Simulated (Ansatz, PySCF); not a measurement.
Species: MgO, charge 1, multiplicity 2. 
Coordinates optimised at B3LYP-D3(BJ)/def2-TZVP (Ansatz, a quantum-chemistry and plane-wave program):
```
Mg
O 1 1.8284
```
Charge +1, spin multiplicity 2.

Total electronic energies in hartree. Valence correlation only, unless marked. UHF or UKS for open shells. No spin-orbit coupling. Non-relativistic. CBS(X,Y): correlation extrapolated as X^-3; Hartree-Fock from the larger set. The program attaches cautions to a run behind CCSD(T)/STO-3G: other roots.

```json
[
 {"level": "HF/6-31G", "program": "Ansatz", "energy (Eh)": "-274.12186"},
 {"level": "HF/def2-QZVPP", "program": "Ansatz", "energy (Eh)": "-274.20666"},
 {"level": "HF-D3(BJ)/def2-TZVPD", "program": "PySCF + dftd3", "energy (Eh)": "-274.20143"},
 {"level": "RI-HF/def2-TZVPP", "program": "Ansatz", "energy (Eh)": "-274.19194"},
 {"level": "TPSS/def2-TZVPD", "program": "PySCF", "energy (Eh)": "-274.99771"},
 {"level": "TPSS-D3(BJ)/def2-TZVPD", "program": "PySCF + dftd3", "energy (Eh)": "-274.99857"},
 {"level": "M06-L-D4/def2-TZVPD", "program": "PySCF + dftd4", "energy (Eh)": "-274.95963"},
 {"level": "TPSSh-D3(BJ)/def2-TZVPD", "program": "PySCF + dftd3", "energy (Eh)": "-274.98242"},
 {"level": "HSE06-D4/def2-TZVPD", "program": "Ansatz + dftd4", "energy (Eh)": "-274.77288"},
 {"level": "B2PLYP-D3(BJ)/def2-TZVPD", "program": "Ansatz + dftd3", "energy (Eh)": "-274.81174"},
 {"level": "RI-MP2/def2-QZVPP", "program": "Ansatz", "energy (Eh)": "-274.43277"},
 {"level": "CCSD(T)/STO-3G", "program": "Ansatz", "energy (Eh)": "-270.83201"},
 {"level": "CCSD(T)/def2-QZVPP", "program": "Ansatz", "energy (Eh)": "-274.44959"},
 {"level": "CCSD(T)/def2-QZVPPD", "program": "Ansatz", "energy (Eh)": "-274.44996"},
 {"level": "CCSD(T)/CBS(def2-TZVPPD,def2-QZVPPD)", "program": "Ansatz", "energy (Eh)": "-274.4622"}
]
```

Totals of different functionals don't rank their quality; only differences between species are comparable.
